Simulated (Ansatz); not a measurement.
`C[NH][AlH][SH]` → `[AlH2][SH]` + `C=N` at 600 K and 1 bar (β-hydride elimination).

Gas-phase electronic energies from Ansatz, PBE0-D4/def2-TZVP geometries. CBS: MP2 limit from def2 TZ/QZ plus the TZ coupled-cluster correction, frozen cores. This one scheme is used for every species. Each species was taken in one conformer, which may not be the lowest.

```json
{"species": "`C[NH][AlH][SH]`", "CCSD(T)/CBS energy (Eh)": "-736.22383", "H − E (kJ/mol)": "245.1", "S (J/(mol·K))": "431.0"}
{"species": "`[AlH2][SH]`", "CCSD(T)/CBS energy (Eh)": "-641.61836", "H − E (kJ/mol)": "94.5", "S (J/(mol·K))": "317.9"}
{"species": "`C=N`", "CCSD(T)/CBS energy (Eh)": "-94.52360", "H − E (kJ/mol)": "129.6", "S (J/(mol·K))": "259.4"}
```

H − E and S are ideal-gas, rigid-rotor, harmonic terms from PBE0-D4/def2-TZVP, for one conformer and one mirror image of each species. 1 Eh = 2625.50 kJ/mol, R = 8.31446 J/(mol·K).

**Question.** By hand: ΔE, ΔH, ΔS and ΔG.

**Answer.** ΔE = (-641.61836) + (-94.52360) − (-736.22383) = 0.08187 Eh = 214.9 kJ/mol. Δ(H − E) = 94.5 + 129.6 − 245.1 = -21.0, so ΔH = 193.9 kJ/mol. ΔS = 317.9 + 259.4 − 431.0 = 146.3 J/(mol·K). ΔG = 193.9 − 600 × (146.3)/1000 = 106.1 kJ/mol.

**Question.** By hand: the equilibrium constant, and the temperature at which ΔG would vanish if ΔH and ΔS stayed fixed.

**Answer.** log₁₀ K = −ΔG/(RT ln 10) = -9.2. ΔG = 0 at ΔH/ΔS = 1325 K.

The number of gas molecules changes by +1, which sets the sign of ΔS. A doubt of 5 kJ/mol in ΔE shifts log₁₀ K by 0.4 here. Other conformers and mirror images would add mixing entropy, several J/(mol·K) or more a flexible species. These are equilibria of isolated gas molecules and say nothing of rates. Largest T1 diagnostic: 0.012 (customary marks: 0.02 for closed shells, 0.045 for open ones).
